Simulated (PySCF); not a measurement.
Compound: C₆H₅NO₃.
Structure used (GFN2-xTB), in Å, numbered top down from 1:
```xyz
15
C6H5NO3 angstrom
O      2.736   -0.408   -1.026
C      2.782   -0.562    0.154
O      1.765   -0.469    1.008
C      0.505   -0.159    0.493
C     -0.369   -1.166    0.102
C     -1.616   -0.834   -0.366
N     -2.029    0.454   -0.466
O     -3.171    0.730   -0.891
C     -1.171    1.435   -0.091
C      0.089    1.162    0.383
H      3.689   -0.810    0.729
H     -0.075   -2.202    0.164
H     -2.336   -1.572   -0.684
H     -1.548    2.440   -0.198
H      0.744    1.969    0.669
```

Method used: TDDFT CAM-B3LYP/def2-SVPD, vertical, gas phase, core orbitals frozen in the response (PySCF). GFN2-xTB frequencies show an imaginary mode (50i cm⁻¹), so this geometry is no minimum at that level.

Transition dipole moments from the ground state, in atomic units and in the frame of the coordinates above (overall signs are arbitrary), for the states with f of 0.002 or more among the lowest 8:

```
state  E (eV)      μx      μy      μz
   S1   4.378   0.083   0.422   0.051
   S3   4.830  -1.432   0.335  -0.446
   S5   5.883  -0.023  -0.117  -0.014
   S8   6.394  -0.228  -1.159  -0.141
```

(1) What oscillator strength does each state have?

(2) What is the point group, and which symmetry does each of these states have?

(3) What angle do the transition dipoles of S3 and S8 make?

(4) What peak molar absorption coefficient would the strongest computed level give as a lone Gaussian band 0.5 eV wide at half height?

## Answers

(1) f = (2/3) ΔE |μ|² with ΔE in hartree (27.2114 eV).

| state | \|μ\|² (au) | \|μ\| (D) | f |
| --- | --- | --- | --- |
| S1 | 0.188 | 1.10 | 0.020 |
| S3 | 2.362 | 3.91 | 0.279 |
| S5 | 0.015 | 0.31 | 0.002 |
| S8 | 1.416 | 3.02 | 0.222 |

(2) Cs. Polarised normal to the mirror plane, so A″: S1, S5 and S8. Polarised in the mirror plane, so A′: S3.

(3) |cos θ| = |μa·μb| / (|μa| |μb|) = 0.00, so θ ≈ 90° (taken between 0 and 90°, since the signs are arbitrary).

(4) ε(max) = 2.175×10⁸ f / FWHM, with the width in cm⁻¹. S3: 2.175×10⁸ × 0.2794 / 4033 ≈ 15000 L mol⁻¹ cm⁻¹.

One conformer stands for the species.
